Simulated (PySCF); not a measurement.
A structure optimised at PBE-D3(BJ)/def2-SVP, used in a PySCF frequency run:

```
Sn
O 1 1.9983
H 2 0.9787 1 107.82
O 1 2.0009 2 106.81 3 140.18
H 4 0.9784 1 108.33 2 -30.14
O 1 2.0057 2 101.94 3 19.24
H 6 0.9780 1 108.91 2 -166.37
S 1 2.4235 2 118.66 3 -105.10
H 8 1.3653 1 88.70 2 -108.01
```
Charge 0, spin multiplicity 1.

Q: Write its SMILES and formula.

A: [OH][Sn]([OH])([OH])[SH], H₄O₃SSn

Q: What are its rotational constants (standard atomic weights)?

A: 2.8022, 1.6946, 1.5926 GHz
